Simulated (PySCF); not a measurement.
A structure optimised at PBE0-D3(BJ)/def2-TZVP, used in a PySCF frequency run:

```
C
N 1 1.3037
N 1 1.3037 2 125.34
H 2 1.0085 1 119.90 3 180.00
H 3 1.0085 1 119.90 2 180.00
H 2 1.0104 4 117.08 1 180.00
H 3 1.0104 5 117.08 1 180.00
H 1 1.0856 2 117.33 4 0.00
```
Charge +1, spin multiplicity 1.

### Question
Write its SMILES, formula and point group.

### Answer
NC=[NH2+], CH₅N₂, C2v

### Question
What are its rotational constants (standard atomic weights)?

### Answer
60.198, 10.338, 8.8228 GHz
